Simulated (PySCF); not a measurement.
A structure optimised at PBE-D3(BJ)/def2-SVP, used in a PySCF frequency run:

```xyz
7

Y      0.0000     0.0000     0.0000
O      2.0358     0.0000     0.0000
H      3.0017     0.0000     0.0000
O     -1.0179    -1.7630     0.0000
H     -1.5009    -2.5996     0.0000
O     -1.0179     1.7630     0.0000
H     -1.5009     2.5996     0.0000
```

### Question
Write its SMILES, formula and point group.

### Answer
[OH][Y]([OH])[OH], H3O3Y, D3h

### Question
What are its rotational constants (standard atomic weights)?

### Answer
4.4691, 4.4691, 2.2346 GHz
